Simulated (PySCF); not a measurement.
These are PBE-D3(BJ)/def2-TZVP // B3LYP-D3(BJ)/def2-TZVP (PySCF) values and carry that method's errors. Isolated molecules, 0 K electronic values unless said otherwise. One relaxed conformer stands for a flexible species; it need not be the lowest. Excitations are Tamm–Dancoff values on a coarser integration grid. The basis has no diffuse functions, so Rydberg states are missing or too high.

Reference species (SMILES): `[Si]([SiH3])([SiH3])(Cl)[SiH3]` (neutral, multiplicity 1).

```json
{
  "LUMO": "-1.96 eV",
  "T1 excitation (TDA)": "4.48 eV",
  "HOMO–LUMO gap": "4.76 eV"
}
```

Changed species: `Cl[Si@@H]([SiH2][SiH3])[SiH3]` (Si–Si–Si–Cl torsion 52°).

Question: What does the change do to the LUMO, T1 excitation (TDA) and HOMO–LUMO gap?

Answer: the LUMO increases by 0.15 eV, to -1.81 eV; the T1 excitation (TDA) hardly moves; the HOMO–LUMO gap rises by 0.03 eV, to 4.79 eV.
